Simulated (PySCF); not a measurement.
Be(OMe)(NH2) (CH5BeNO), SMILES C[O][Be][NH2]. Atoms are numbered in the order given.

```xyz
9

Be    -0.2393     0.4155     0.5609
O      0.4833     0.0337    -0.6006
C      0.7211    -0.9790    -1.5236
H      0.4574    -0.6486    -2.5546
H      1.7996    -1.2586    -1.5391
H      0.1383    -1.9063    -1.3105
N     -1.0015     0.8287     1.7925
H     -0.6957     0.6878     2.7576
H     -1.9250     1.2668     1.8023
```
Charge 0, spin multiplicity 1.

Geometry: PBE-D3(BJ)/def2-SVP. The values are those of a single conformer.

Level of theory: PBE0/pcJ-1 (PySCF).

Isotropic couplings with Fermi-contact, spin-dipole and both spin-orbit terms, one fixed conformer, no vibrational averaging. Isotopes: 13C, 14N, 1H.

```
pair   bonds apart      J (Hz)
-----  -----------  ----------
C3–H4            1  (withheld)
C3–H5            1  (withheld)
C3–H6            1  (withheld)
N7–H8            1  (withheld)
N7–H9            1  (withheld)
H4–H5            2       -12.7
H4–H6            2       -11.0
H5–H6            2       -11.0
H8–H9            2       -10.7
```

Problem. Some entries are withheld; supply them. (An estimate is asked for; the answer gives what the named calculation found.)

Solution. 
- C3–H4, J (Hz): 139.6
- C3–H5, J (Hz): 139.7
- C3–H6, J (Hz): 135.6
- N7–H8, J (Hz): 52.0
- N7–H9, J (Hz): 52.0
